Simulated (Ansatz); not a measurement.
An input meant for the cluster B4F⁻ (charge -1, triplet).

```yaml
crystal:
  periodic: [false, false, false]
  atoms:
    - {symbol: B, position_ang: [0.730152, -0.186535, -0.301663]}
    - {symbol: B, position_ang: [-0.880546, -0.386433, -0.365417]}
    - {symbol: B, position_ang: [-1.670577, 0.426634, 0.690317]}
    - {symbol: B, position_ang: [-0.140308, 0.647348, 0.787064]}
    - {symbol: F, position_ang: [1.961277, -0.501024, -0.810302]}
basis:
  gaussian: {orbitals: x2c-TZVPPall, fitting: {mean_field: cc-pVTZ-jkfit}}
total_charge: -1
magnetization: {spin_polarized: true, initial_magnetization: 2}
hamiltonian: {xc: {name: B2PLYP}, dispersion: d2}
scf: {omitted_lower_state_checks: [starts]}
```

```sh
$ ansatz run in.yaml --threads 4 --pin off --events-out ev --progress --plain --max-ram 3916MiB
```

Output, abridged:

```
Error: YAML parse error: error: line 13 column 47: hamiltonian.dispersion: `d2` is not `none`, `rvv10`, `d3bj`, `d3bjatm`, `d4` or a map `{method: …, s8: …, a1: …, a2_bohr: …}` (numbers without units, a2 in bohr) or `{method: …, functional: …}`
  --> <input>:13:47
   |
11 | total_charge: -1
12 | magnetization: {spin_polarized: true, initial_magnetization: 2}
13 | hamiltonian: {xc: {name: B2PLYP}, dispersion: d2}
   |                                               ^ hamiltonian.dispersion: `d2` is not `none`, `rvv10`, `d3bj`, `d3bjatm`, `d4` or a map `{method: …, s8: …, a1: …, a2_bohr: …}` (numbers without units, a2 in bohr) or `{method: …, functional: …}`
14 | scf: {omitted_lower_state_checks: [starts]}
   |
```

Q: What is wrong with this run?

A: The program holds no damping parameters for this pairing of functional and dispersion term, so they'd have to be typed. The input was rejected before any iteration.
